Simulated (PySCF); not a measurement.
## How methods differ on the ionisation energy of B²⁺

B²⁺ [He] 2s1 (2S) → B³⁺ 1s2 (1S), as a difference of total energies. Calculation: PySCF 2.14, in aug-cc-pVDZ; no relativity, point nucleus. The calculations carry no spin-orbit coupling.

| method | ionisation energy (eV) |
| --- | --- |
| UHF | 37.722 |
| LDA | 37.751 |
| PBE | 38.147 |
| PBE0 | 38.104 |
| r2SCAN | 37.747 |
| M06-L | 37.148 |
| B3LYP | 38.332 |
| LC-wPBE | 38.235 |

For comparison: 37.931 eV (measured; NIST Atomic Spectra Database, ionization energies).
